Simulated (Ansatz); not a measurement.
Born–Oppenheimer molecular dynamics of AlCl2HO (5 atoms, charge 0, multiplicity 1). It starts from a relaxed structure.

Method: Ansatz 0.2.0, RKS r2SCAN/6-31G.

```
ensemble        : NVT, Nosé–Hoover chain
time step       : 1 fs
steps asked     : 250
set temperature : 1500 K
thermostat      : time constant 20 fs, chain length 1
seed            : 140606
```

First frame:

```xyz
5
Properties=species:S:1:pos:R:3
Al -0.133 -0.033 -0.066
O -0.327 -0.128 1.577
H -0.450 -0.185 2.518
Cl 1.844 0.031 -0.961
Cl -1.843 0.033 -1.401
```

(1) How far do the bonds stretch over the last three quarters of this one trajectory? (Pairs bonded in most of those frames.)

Results:

(1) 
```
   bond  mean (Å)  spread (Å)  shortest  longest
 Al1–O2     1.711       0.053      1.61     1.80
Al1–Cl4     2.194       0.108      2.02     2.40
Al1–Cl5     2.199       0.110      1.95     2.40
  O2–H3     0.973       0.019      0.94     1.04
```

Mean temperature of the second half: 1621 K. The conserved energy stayed within 1.3 meV per atom of its start (net change 1.2 meV per atom), so the integration is sound. A run of 0.25 ps of so small a system gives no equilibrium averages. Limits of this set-up: no polarisation functions.

The run took 17 min on 1 thread of Arm Neoverse V1, on a shared host, peak memory 0.11 GiB.
